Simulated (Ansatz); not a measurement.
A run for Ansatz (a program for electronic structure): U-BHLYP/def2-TZVPP on AlH-, 2S+1 = 2, a spin state set in the input, which need not be the lowest, a point of a bond scan (R = 1.718 Å). Charge -1.

Ansatz 0.2 input:
```yaml
crystal:
  periodic: [false, false, false]
  atoms:
    - {symbol: H, position_ang: [0.00000000, 0.00000000, 0.00000000]}
    - {symbol: Al, position_ang: [0.00000000, 0.00000000, 1.71807700]}
basis:
  gaussian:
    orbitals: def2-TZVPP
    pivot_positions_ang: [[0.00000000, 0.00000000, 0.00000000], [0.00000000, 0.00000000, 1.71807700]]
hamiltonian:
  xc: {name: BHLYP}
total_charge: -1
magnetization: {spin_polarized: true, initial_magnetization: 1}
output: {forces: true, orbitals: {seedname: ./end}}
```

Output:

```
WARN ansatz: RAYON_NUM_THREADS=1 ignored (pool sized by the plan → 1); use --threads N
Functional definition: BHLYP
integrals: 0.01 GiB planned
364 factors; their error is unknown
mean field: 0.13 GiB planned
mean field evaluation 1: about -6611.4333 eV, gradient 4.9e0 eV
mean field evaluation 2: about -6611.6566 eV, gradient 2.2e0 eV
mean field evaluation 4: about -6611.6817 eV, gradient 1.4e-1 eV
mean field evaluation 8: about -6611.7049 eV, gradient 3.0e-3 eV
mean field evaluation 16: about -6610.8528 eV, gradient 3.4e0 eV
mean field -6611.70490519 eV, -242.9756736910 hartree, gradient 2.7e-5 eV, S^2 0.759159; 1 other end points of the search recorded, 0 dependent functions left out
the calculation of the forces begins
reference -6611.70501502 eV, -242.9756777274 hartree; 8, 7 occupied and 48, 49 virtual orbitals, 364 factors
Total energy: -6611.70501502 eV, -242.9756777274 hartree
Atom 0 at     0.000000     0.000000     0.000000 Å, force    -0.000000     0.000000     0.174822 eV/Å
Atom 1 at     0.000000     0.000000     1.718077 Å, force    -0.000000    -0.000000    -0.174822 eV/Å
Dipole moment:    -0.000000     0.000000    -0.024563 e Å
```

The run converged.

Cost: around 0.8 core-seconds (rough).
